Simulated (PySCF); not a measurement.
AlGa at B97-3

Computed with B97-3; Al def2-SVP, Ga def2-SVP; no relativity (PySCF 2.14).

```
state                                            : ³Π (triplet), unpaired electrons σ ↑, π ↑
bond length                                      : 2.728 Å
harmonic wavenumber                              : 222 cm⁻¹
force constant                                   : 0.565 mdyn/Å
rotational constant Be                           : 0.1168 cm⁻¹
anharmonicity ωexe                               : 1.01 cm⁻¹
vibration–rotation constant αe                   : 0.000756 cm⁻¹
well depth De to Al + Ga                         : 1.39 eV
dissociation energy D0                           : 1.38 eV
bond order (Mayer)                               : 1.17
dipole moment (positive dipole means Al(−)Ga(+)) : 0.21 D
```

Spin–orbit coupling is left out. The state is the lowest determinant that a PBE0 search found; another state may lie lower at other levels.
